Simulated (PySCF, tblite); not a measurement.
Isomers of C7H6ClFO2S, one GFN2-xTB conformer each. Single-point energies are computed at PBE0/pcSseg-1 (PySCF, gas phase, no added dispersion term), electronic only.

**Question.** Rank them by PBE0/pcSseg-1 energy, lowest first (kcal/mol).
A. `[CH3:1][c:2]1[cH:3][c:4]([F:5])[cH:6][cH:7][c:8]1[S:9](=[O:10])(=[O:11])[Cl:12]` with C7–C8–S9–O10 0°
B. `[CH3:1][c:2]1[cH:3][cH:4][c:5]([S:6](=[O:7])(=[O:8])[Cl:9])[cH:10][c:11]1[F:12]` with C4–C5–S6–O7 -22°
C. `[CH3:1][c:2]1[cH:3][cH:4][cH:5][c:6]([S:7](=[O:8])(=[O:9])[Cl:10])[c:11]1[F:12]` with C5–C6–S7–O8 135°
D. `[CH3:1][c:2]1[c:3]([F:4])[cH:5][cH:6][cH:7][c:8]1[S:9](=[O:10])(=[O:11])[Cl:12]` with C7–C8–S9–O10 0°

**Answer.** B (0.0), A (1.7), D (2.5), C (3.9).

Neighbours under 2.5 kcal/mol apart (Cc1ccc(S(=O)(=O)Cl)cc1F and Cc1cc(F)ccc1S(=O)(=O)Cl; Cc1cc(F)ccc1S(=O)(=O)Cl and Cc1c(F)cccc1S(=O)(=O)Cl; Cc1c(F)cccc1S(=O)(=O)Cl and Cc1cccc(S(=O)(=O)Cl)c1F) can change places with a better method, another conformer or zero-point energy. GFN2-xTB itself gives, in the same order: 2.9, 0.0, 1.1, 4.8. GFN2-xTB puts Cc1cc(F)ccc1S(=O)(=O)Cl lowest instead; measured from each level's own lowest isomer, the values differ by up to 2.9 kcal/mol (Cc1ccc(S(=O)(=O)Cl)cc1F: 2.9 against 0.0).

**Question.** Which frontier levels, dipoles and rotational constants go with these structures?

**Answer.** 
```json
{"SMILES": "Cc1ccc(S(=O)(=O)Cl)cc1F", "HOMO (eV, PBE0/pcSseg-1)": "-8.04", "LUMO (eV)": "-2.09", "dipole (D)": "5.30", "A, B, C (MHz)": "1494, 420.6, 390.9"}
{"SMILES": "Cc1cc(F)ccc1S(=O)(=O)Cl", "HOMO (eV, PBE0/pcSseg-1)": "-8.15", "LUMO (eV)": "-1.97", "dipole (D)": "3.46", "A, B, C (MHz)": "1466, 466.8, 418.3"}
{"SMILES": "Cc1c(F)cccc1S(=O)(=O)Cl", "HOMO (eV, PBE0/pcSseg-1)": "-7.94", "LUMO (eV)": "-2.11", "dipole (D)": "3.93", "A, B, C (MHz)": "1280, 543.4, 455.1"}
{"SMILES": "Cc1cccc(S(=O)(=O)Cl)c1F", "HOMO (eV, PBE0/pcSseg-1)": "-7.96", "LUMO (eV)": "-1.96", "dipole (D)": "5.96", "A, B, C (MHz)": "1276, 564.1, 470.5"}
```

**Question.** What happens when harmonic zero-point energies from GFN2-xTB frequencies are added?

**Answer.** 
```
                 SMILES  ZPE (kcal/mol)  electronic (kcal/mol)  with ZPE (kcal/mol)
Cc1ccc(S(=O)(=O)Cl)cc1F            73.4                    0.0                  0.0
Cc1cc(F)ccc1S(=O)(=O)Cl            73.8                    1.7                  2.1
Cc1c(F)cccc1S(=O)(=O)Cl            73.8                    2.5                  2.9
Cc1cccc(S(=O)(=O)Cl)c1F            73.6                    3.9                  4.0
```

The zero-point energies span 0.4 kcal/mol. The order is unchanged.
